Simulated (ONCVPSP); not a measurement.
**An all-electron radial function and its pseudo partner (O (Z = 8))**

Columns: radius, all-electron u(r) and pseudo u(r) of the 2p shell (level -9.03 eV) of oxygen in the configuration [He] 2s2 2p4; PBE, scalar-relativistic, ONCV scheme, ONCVPSP 4.0.1.

```
r (bohr)  all-electron  pseudo
   0.072        0.0595  0.0259
   0.145        0.1847  0.1008
   0.217        0.3230  0.2121
   0.290        0.4547  0.3472
   0.362        0.5666  0.4855
   0.435        0.6589  0.6153
   0.507        0.7297  0.7218
   0.580        0.7823  0.8016
   0.652        0.8171  0.8516
   0.725        0.8375  0.8765
   0.798        0.8457  0.8809
   0.870        0.8439  0.8712
   0.942        0.8345  0.8529
   1.015        0.8188  0.8296
   1.088        0.7986  0.8040
   1.160        0.7754  0.7776
   1.232        0.7498  0.7505
   1.305        0.7224  0.7225
   1.378        0.6939  0.6939
   1.450        0.6654  0.6654
   1.522        0.6369  0.6368
   1.595        0.6081  0.6081
   1.668        0.5798  0.5798
   1.740        0.5525  0.5525
   1.812        0.5260  0.5260
   1.885        0.4999  0.4999
```

(1) How many radial nodes do the two functions have?

(2) At about which radius was the pseudo-wave matched?

(3) Is the pseudo-wave norm-conserving?

Results:

(1) The all-electron 2p function has n − l − 1 = 0; the pseudo-wave has 0.

(2) 1.45 bohr. The columns agree to 0.0005 from 1.30 bohr on; several derivatives are matched, so the curves merge somewhat inside the radius.

(3) Yes: the ONCV scheme keeps the norm inside the radius equal to the all-electron one, which fixes the energy derivative of the logarithmic derivative at the level.
